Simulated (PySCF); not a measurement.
## Orbital energies and ionisation energy

C₂H₁₀BGeNO₂.
Geometry (PBE0-D3(BJ)/def2-SVP, Å), atoms numbered from 1 in this order:
```
atom  x, y, z in Å
C1    -0.8109    0.4331   -1.2699
N2    -0.6787   -0.3261   -0.0539
C3    -0.9542   -1.7302   -0.2263
Ge4    0.7416    0.1227    1.0434
B5     2.5813   -0.1916    0.1022
O6     2.6090   -1.1732   -0.8314
O7     3.7242    0.5146    0.3307
H8    -0.6550    1.5069   -1.0764
H9    -0.1012    0.1278   -2.0714
H10   -1.8311    0.3246   -1.6828
H11   -0.8828   -2.2597    0.7366
H12   -1.9850   -1.8738   -0.6020
H13   -0.2704   -2.2386   -0.9400
H14    0.5780   -0.7398    2.3142
H15    0.5480    1.6099    1.4335
H16    3.4824   -1.2538   -1.2390
H17    3.6225    1.2114    0.9846
```

Level: CAM-B3LYP/def2-SVPD (PySCF). Frontier orbitals with their largest atomic shares (Löwdin; up to four atoms above 4 %):

```tsv
orbital	ε (eV)	main atoms
HOMO−3	-10.62	Ge4 37 %, H14 24 %, H15 20 %, C1 5 %
HOMO−2	-10.48	N2 32 %, Ge4 17 %, C3 13 %, C1 9 %
HOMO−1	-9.85	Ge4 30 %, B5 20 %, O7 11 %, H14 8 %
HOMO	-7.19	?
LUMO	0.45	B5 38 %, O7 16 %, Ge4 12 %, H17 11 %
LUMO+1	0.80	Ge4 25 %, B5 21 %, O7 13 %, O6 11 %
LUMO+2	1.21	O7 22 %, O6 20 %, Ge4 18 %, B5 14 %
```

Q: What vertical ionisation energy does ΔSCF give, and how far is −ε(HOMO) from it?

A: ΔSCF: 7.78 eV (751 kJ/mol; threshold wavelength 159 nm); ⟨S²⟩ of the doublet left behind is 0.757, against 0.75 for a pure doublet. −ε(HOMO) is 7.19 eV, 0.59 eV below it. In exact Kohn–Sham theory the two would be equal; CAM-B3LYP (range-separated hybrid) falls short of its own ΔSCF value by 8 %.

Q: On which atoms does the HOMO lie?

A: N2 (nitrogen bonded to 2 C and Ge) 54 %, C3 (N-methyl carbon) 9 %, C1 (N-methyl carbon) 8 %, Ge4 (germanium bonded to B, N and 2 H) 7 %. The HOMO−1 lies 2.66 eV lower.

Q: Shift the occupied levels rigidly so that −ε(HOMO) equals the ΔSCF value. What binding energies result?

A: The shift is +0.59 eV: HOMO 7.78, HOMO−1 10.44, HOMO−2 11.07, HOMO−3 11.21 eV. A rigid shift is only a rough guide to the deeper ionisations.

Q: With α = 87.7 au, estimate the like-pair dispersion coefficient by London's formula C6 = (3/4)α²I.

A: I = 0.2859 Eh, so C6 ≈ 1650 au, a rough estimate.

Q: What kinetic energy would electrons from this vertical process carry with He II light (40.814 eV)?

A: 40.81 − 7.78 = 33.03 eV.

Q: How many of the 10 lowest singlet excitations (vertical TDDFT, same level) lie below the ionisation energy?

A: All 10; they run from 4.93 to 7.55 eV.

Isolated species at its PBE0-D3(BJ)/def2-SVP geometry (one conformer only). The calculation is non-relativistic, for germanium too.
